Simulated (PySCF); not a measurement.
# Field gradients at the hydrogen positions

Species: C8H10P2.
Cartesian coordinates in Å at the PBE0-D3(BJ)/def2-SVP level; atoms count from 1:
```xyz
20
C8H10P2 angstrom
P      3.2800   -0.0033    1.2298
P      3.0199   -0.0477   -0.9980
C      1.8527    1.4199   -1.0878
C      0.5116    0.9492   -0.5913
C     -0.5394    1.7785   -0.2000
C     -1.7398    1.2194    0.2365
C     -1.8942   -0.1666    0.2789
C     -0.8480   -0.9999   -0.1149
C      0.3564   -0.4444   -0.5481
C      1.5588   -1.2274   -1.0028
H      4.3467    0.9493    1.1685
H      4.1945   -1.1048    1.2317
H      1.7944    1.7352   -2.1456
H      2.2453    2.2826   -0.5265
H     -0.4175    2.8646   -0.2277
H     -2.5590    1.8692    0.5536
H     -2.8337   -0.6010    0.6289
H     -0.9665   -2.0861   -0.0761
H      1.4266   -1.5935   -2.0372
H      1.7572   -2.1152   -0.3811
```

Level: PBE0/pcSseg-1 (PySCF, non-relativistic); Q(2H) = 0.00286 b; rigid geometry, the same for H and D, with no vibrational averaging.

**Question.** Rank these positions by the coupling χzz of a deuteron there, largest first.
A. H17 (aromatic hydrogen)
B. H11 (P–H hydrogen)
C. H20 (methylene hydrogen)

**Answer.** A (205 kHz), C (195 kHz), B (113 kHz).

**Question.** Tabulate Vzz, the asymmetry η and χzz = 234.96 MHz × Q × Vzz for every hydrogen position.

**Answer.** 
| atom | bonded to | bond length (Å) | Vzz (au) | η | χzz (kHz) |
| --- | --- | --- | --- | --- | --- |
| H11 | P1 | 1.431 | 0.1675 | 0.09 | 113 |
| H12 | P1 | 1.432 | 0.1673 | 0.09 | 112 |
| H13 | C3 | 1.105 | 0.2850 | 0.00 | 192 |
| H14 | C3 | 1.102 | 0.2903 | 0.02 | 195 |
| H15 | C5 | 1.093 | 0.3032 | 0.07 | 204 |
| H16 | C6 | 1.093 | 0.3045 | 0.07 | 205 |
| H17 | C7 | 1.093 | 0.3045 | 0.07 | 205 |
| H18 | C8 | 1.093 | 0.3031 | 0.07 | 204 |
| H19 | C10 | 1.105 | 0.2852 | 0.00 | 192 |
| H20 | C10 | 1.102 | 0.2900 | 0.02 | 195 |

**Question.** Average by the element that carries the hydrogen.

**Answer.** on P: 112 kHz over 2 positions, mean bond length 1.432 Å; on C: 199 kHz over 8 positions, mean bond length 1.098 Å.

**Question.** Give the 2H NMR doublet splittings at H17 for a magnetic field along the z, y and x axes of the gradient: 3χ/2, 3χ(1 + η)/4, 3χ(1 − η)/4.

**Answer.** With |χ| = 204.6 kHz and η = 0.067: 307, 164 and 143 kHz, to first order and without motion.

Geometry: PBE0-D3(BJ)/def2-SVP, one conformer, isolated molecule. The small basis limits the accuracy of the gradients.
